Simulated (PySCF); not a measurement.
C3H9B, SMILES CB(C)C (connectivity only; charge and spin as stated), charge +1, multiplicity 2.

Geometry: PBE0-D3(BJ)/def2-SVP. The spin state was assumed, not searched. The isomer is the one that the SMILES or the coordinates give; other isomers of the formula were not compared.

The numbers are results of PBE0-D3(BJ)/def2-SVP (PySCF), not measurements.

No scaling factor is applied to the harmonic values.

```
mode  ν (cm⁻¹)  IR (km/mol)  moving atoms (share of kinetic energy)
----  --------  -----------  --------------------------------------
1           86          0.4                                  H 95 %
2          141          0.1                                  H 98 %
3          154          1.5                                  H 96 %
4          257          3.6                  H 40 %, C 30 %, B 29 %
5          336          0.6                  C 49 %, H 36 %, B 15 %
6          350          0.5                  H 48 %, B 35 %, C 17 %
7          532         47.9                  C 59 %, B 28 %, H 13 %
8          572         11.5                          H 79 %, C 17 %
9          602          0.0                          H 85 %, C 15 %
10         631          4.3                          C 65 %, H 32 %
11         721         38.2                          H 78 %, C 16 %
12         812         63.1                  H 49 %, B 29 %, C 22 %
13         841         18.5                          H 67 %, C 28 %
14         867         95.1                   H 71 %, C 20 %, B 8 %
15        1105         27.7                           H 84 %, B 8 %
16        1178          6.7                          H 81 %, B 12 %
17        1242         50.5                  H 69 %, B 18 %, C 13 %
18        1267         27.7                                  H 93 %
19        1302         82.1                          H 89 %, C 11 %
20        1364         17.3                                  H 97 %
21        1369         77.0                  H 71 %, B 15 %, C 13 %
22        1393          0.7                                  H 95 %
23        1410         59.1                          H 81 %, C 11 %
24        1425         93.7                  H 69 %, B 16 %, C 16 %
25        2989        136.1                                  H 98 %
26        2994         25.3                                  H 98 %
27        3033         41.6                                  H 96 %
28        3118         50.1                           H 91 %, C 9 %
29        3122         47.2                           H 92 %, C 8 %
30        3126          0.7                          H 90 %, C 10 %
31        3161          8.0                           H 91 %, C 9 %
32        3233         20.2                           H 91 %, C 9 %
33        3240         25.9                           H 91 %, C 9 %
```
